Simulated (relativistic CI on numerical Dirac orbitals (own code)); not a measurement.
Energy levels of Se13+

Method of calculation: Dirac-Coulomb-Breit CI, orbitals from a KLI potential per configuration, model QED, unscaled Slater integrals (own radial code, finite nucleus).

Configuration list (outside the closed core [Ne]): 3s2 3p6 3d3, 3s2 3p5 3d4, 3s 3p6 3d4, 3s2 3p6 3d2 4s, 3s2 3p6 3d2 4p, 3s2 3p6 3d2 4d, 3s2 3p6 3d2 4f, 3s2 3p6 3d 4s 4p, 3s2 3p5 3d3 4s, 3s2 3p6 3d2 5s, 3s2 3p5 3d3 4p, 3p6 3d5, 3p5 3d6, 3s2 3p6 3d 4s2, 3s2 3p6 4s2 4p, 3s2 3p6 4s2 4d, 3s2 3p6 4s2 4f, 3s2 3p6 3d 4p2, 3s2 3p6 4s 4p2, 3s2 3p6 4p3, 3s2 3p6 4p2 4d, 3s2 3p6 4p2 4f. Double excitations out of closed p, d and f shells are left out; levels of such configurations are missing from the list, as are those of other unlisted configurations, and high levels can miss mixing partners. These lack a partner that the ground configuration has and come out too high: 3s2 3p5 3d3 4s, 3s2 3p5 3d3 4p.

The lowest level is 3s2 3p6 3d3 4F_3/2, with 98 % of that term; Hund's rules for 3s2 3p6 3d3 give 4F with J = 3/2, in agreement.

| No. | Configuration | Term | J | E (eV) | % | Next component (%) | jj configuration (%) |
| --- | --- | --- | --- | --- | --- | --- | --- |
| 1 | 3s2 3p6 3d3 | 4F | 3/2 | 0.0000 | 98 | 2 2D | 3d3/2^3 (45) |
| 2 | 3s2 3p6 3d3 | 4F | 5/2 | 0.4787 | 99 | 1 2D | 3d3/2^2 3d5/2 (81) |
| 3 | 3s2 3p6 3d3 | 4F | 7/2 | 1.0509 | 99 | 1 2G | 3d3/2 3d5/2^2 (72) |
| 4 | 3s2 3p6 3d3 | 4F | 9/2 | 1.6663 | 97 | 3 2G | 3d3/2 3d5/2^2 (50) |
| 5 | 3s2 3p6 3d3 | 4P | 3/2 | 5.0994 | 82 | 14 2P | 3d3/2^2 3d5/2 (60) |
| 6 | 3s2 3p6 3d3 | 4P | 1/2 | 5.1220 | 93 | 7 2P | 3d3/2^2 3d5/2 (78) |
| 7 | 3s2 3p6 3d3 | 2G | 7/2 | 5.7360 | 99 | 1 4F | 3d3/2 3d5/2^2 (51) |
| 8 | 3s2 3p6 3d3 | 4P | 5/2 | 5.8849 | 98 | 2 2D | 3d3/2 3d5/2^2 (64) |
| 9 | 3s2 3p6 3d3 | 2G | 9/2 | 6.0997 | 76 | 21 2H | 3d3/2^2 3d5/2 (70) |
| 10 | 3s2 3p6 3d3 | 2D | 3/2 | 7.1779 | 56 | 28 2P | 3d3/2 3d5/2^2 (70) |
| 11 | 3s2 3p6 3d3 | 2P | 1/2 | 7.5746 | 93 | 7 4P | 3d3/2 3d5/2^2 (78) |
| 12 | 3s2 3p6 3d3 | 2H | 9/2 | 8.0577 | 79 | 21 2G | 3d3/2 3d5/2^2 (49) |
| 13 | 3s2 3p6 3d3 | 2H | 11/2 | 8.1537 | 100 |  | 3d3/2 3d5/2^2 (100) |
| 14 | 3s2 3p6 3d3 | 2D | 5/2 | 8.4471 | 97 | 2 4P | 3d3/2 3d5/2^2 (56) |
| 15 | 3s2 3p6 3d3 | 2P | 3/2 | 8.9718 | 57 | 38 2D | 3d5/2^3 (84) |
| 16 | 3s2 3p6 3d3 | 2F | 7/2 | 12.3722 | 99 |  | 3d3/2 3d5/2^2 (76) |
| 17 | 3s2 3p6 3d3 | 2F | 5/2 | 12.5976 | 98 | 1 2D | 3d3/2 3d5/2^2 (51) |
| 18 | 3s2 3p6 3d3 | 2D | 5/2 | 19.2305 | 98 | 1 2F | 3d3/2^2 3d5/2 (46) |
| 19 | 3s2 3p6 3d3 | 2D | 3/2 | 19.4296 | 100 |  | 3d3/2 3d5/2^2 (88) |
| 20 | 3p5 3d4(5D) | 6D° | 7/2 | 83.2353 | 90 | 6 6F° | 3p3/2^3 3d3/2^2 3d5/2^2 (51) |
| 21 | 3p5 3d4(5D) | 6D° | 9/2 | 83.2737 | 93 | 5 6F° | 3p3/2^3 3d3/2 3d5/2^3 (39) |
| 22 | 3p5 3d4(5D) | 6D° | 5/2 | 83.4447 | 90 | 4 6F° | 3p3/2^3 3d3/2^3 3d5/2 (35) |
| 23 | 3p5 3d4(5D) | 6D° | 3/2 | 83.8122 | 91 | 3 6P° | 3p3/2^3 3d3/2^2 3d5/2^2 (38) |
| 24 | 3p5 3d4(5D) | 6D° | 1/2 | 84.1996 | 95 | 4 4P° | 3p3/2^3 3d3/2^3 3d5/2 (30) |
| 25 | 3p5 3d4(5D) | 6F° | 11/2 | 88.3085 | 98 | 2 4G° | 3p3/2^3 3d3/2 3d5/2^3 (42) |
| 26 | 3p5 3d4(5D) | 6F° | 9/2 | 89.4752 | 87 | 8 4F° | 3p3/2^3 3d3/2^2 3d5/2^2 (39) |
| 27 | 3p5 3d4(5D) | 6F° | 7/2 | 90.1845 | 76 | 11 4F° | 3p3/2^3 3d3/2^2 3d5/2^2 (45) |
| 28 | 3p5 3d4(5D) | 6F° | 5/2 | 90.5518 | 58 | 22 4D° | 3p3/2^3 3d3/2^2 3d5/2^2 (41) |
| 29 | 3p5 3d4(5D) | 6F° | 3/2 | 90.6858 | 37 | 35 4D° | 3p3/2^3 3d3/2^3 3d5/2 (30) |
| 30 | 3p5 3d4(3F) | 4D° | 1/2 | 90.8543 | 59 | 37 6F° | 3p3/2^3 3d3/2^2 3d5/2^2 (42) |

Energies count from the lowest computed level; ° marks odd parity. Percentages are summed over parent terms; the parents shown are those of the largest component, closed shells are left out there. Filled j subshells are mostly left out of the jj labels.

The mean weight of the leading LS term, summed over parents, in these 30 levels is 86 %, and that of the leading jj configuration (from the same eigenvectors) 57 %, so LS coupling describes them better.

At this charge energies of transitions that change n are usually good to better than 1 %, and those within a shell (Δn = 0) to a few per cent. Terms inside the open d or f shell come out 10 to 20 % too wide with unscaled integrals.

Landé's interval rule says that E(J) − E(J−1) = AJ with one A. For the ground term the intervals give A = 1544.5, 1318.6, 1102.9 cm⁻¹ for J = 5/2, 7/2, 9/2; the multiplet is regular.

LS names give the leading component of a level, which can be under half, so a name can repeat, a term be missing and a line seem to break the LS rules.
